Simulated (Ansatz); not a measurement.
`B[Si](C)(O)F` and `B[SiH](O)F` differ in one atom or group.

Ansatz, PBE0-D4/def2-TZVP geometries, multiplicity 1. Each molecule was computed in one conformer, which needn't be the lowest.

```tsv
property	`B[Si](C)(O)F`
HOMO energy (PBE0/def2-TZVPP) / eV	-8.04
size of the dipole moment (PBE/def2-TZVPP) / D	1.58
size of the dipole moment (ωB97M-V/def2-TZVPP) / D	1.56
LUMO energy (B3LYP/def2-TZVPP) / eV	-2.69
HOMO–LUMO gap (PBE0/def2-TZVPP) / eV	5.56
HOMO energy (ωB97M-V/def2-TZVPP) / eV	-10.23
```

(1) What does the change do to each property? (Estimate.)

Answers

(1) The calculation gave: 
```csv
property,`B[SiH](O)F`,shift
HOMO energy (PBE0/def2-TZVPP) / eV,-8.28,-0.24
size of the dipole moment (PBE/def2-TZVPP) / D,1.75,0.17
size of the dipole moment (ωB97M-V/def2-TZVPP) / D,1.86,0.30
LUMO energy (B3LYP/def2-TZVPP) / eV,-2.95,-0.26
HOMO–LUMO gap (PBE0/def2-TZVPP) / eV,5.54,-0.02
HOMO energy (ωB97M-V/def2-TZVPP) / eV,-10.48,-0.25
```

The zero-point energy changes by -73.2 kJ/mol with -9 modes. Dipoles are sizes alone; their direction can turn.

B3LYP here is the variant with VWN-RPA as its local correlation; programs differ in this.
